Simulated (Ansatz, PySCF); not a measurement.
Reaction (SMILES): C=CB(O)O [ethenylboronic acid] + 2 B (BH3) + C (CH4) -> BC (CH5B) [methylborane] + 2 BO (H3BO) + C=C (C2H4) [ethene]
Geometries: B3LYP-D3(BJ)/def2-TZVP minima from Ansatz (an electronic-structure program), one conformer each, not searched for the lowest. Frequencies are from Ansatz or PySCF.

Quantity: bond separation energy (0 K, with B3LYP-D3(BJ) harmonic zero-point energies), in eV. Valence correlation only, unless marked. No spin-orbit coupling. No relativistic terms. CBS marks a two-point X^-3 extrapolation of the correlation energy; Hartree-Fock from the larger set.

```json
[
 {"level": "HF/STO-3G", "program": "Ansatz", "bond separation energy (eV)": "0.04"},
 {"level": "HF/aug-cc-pVDZ", "program": "Ansatz", "bond separation energy (eV)": "0.25"},
 {"level": "BLYP-D3(BJ)/def2-TZVPD", "program": "Ansatz + dftd3", "bond separation energy (eV)": "0.00"},
 {"level": "revPBE/def2-TZVPD", "program": "Ansatz", "bond separation energy (eV)": "-0.08"},
 {"level": "B3LYP-D3(BJ)/def2-TZVPD", "program": "Ansatz + dftd3", "bond separation energy (eV)": "0.05"},
 {"level": "PBE0-D3(BJ)/def2-TZVP", "program": "Ansatz + dftd3", "bond separation energy (eV)": "0.03"},
 {"level": "PBE0/def2-QZVPP", "program": "Ansatz", "bond separation energy (eV)": "0.00"},
 {"level": "r2SCANh-D4/def2-TZVPD", "program": "Ansatz + dftd4", "bond separation energy (eV)": "0.08"},
 {"level": "r2SCAN0/def2-TZVPD", "program": "Ansatz", "bond separation energy (eV)": "0.09"},
 {"level": "HSE06-D3(BJ)/def2-TZVPD", "program": "Ansatz + dftd3", "bond separation energy (eV)": "0.03"},
 {"level": "HSE06-D4/def2-TZVPD", "program": "Ansatz + dftd4", "bond separation energy (eV)": "0.04"},
 {"level": "HSE06/def2-TZVPD", "program": "Ansatz", "bond separation energy (eV)": "0.00"},
 {"level": "CAM-B3LYP-D4/def2-TZVPD", "program": "Ansatz + dftd4", "bond separation energy (eV)": "0.06"},
 {"level": "LC-wPBE/def2-TZVPD", "program": "Ansatz", "bond separation energy (eV)": "0.01"},
 {"level": "wB97X-V/def2-TZVPD", "program": "Ansatz", "bond separation energy (eV)": "0.07"},
 {"level": "B2GP-PLYP/def2-TZVPD", "program": "Ansatz", "bond separation energy (eV)": "0.08"},
 {"level": "MP2/cc-pVDZ", "program": "Ansatz", "bond separation energy (eV)": "0.08"},
 {"level": "MP2/cc-pVQZ", "program": "Ansatz", "bond separation energy (eV)": "0.10"},
 {"level": "CCSD/cc-pwCVTZ", "program": "Ansatz", "bond separation energy (eV)": "0.10"},
 {"level": "CCSD(T) with core electrons/cc-pwCVTZ", "program": "Ansatz", "bond separation energy (eV)": "0.08"},
 {"level": "CCSD(T)/CBS(cc-pVTZ,cc-pVQZ)", "program": "Ansatz", "bond separation energy (eV)": "0.09"}
]
```
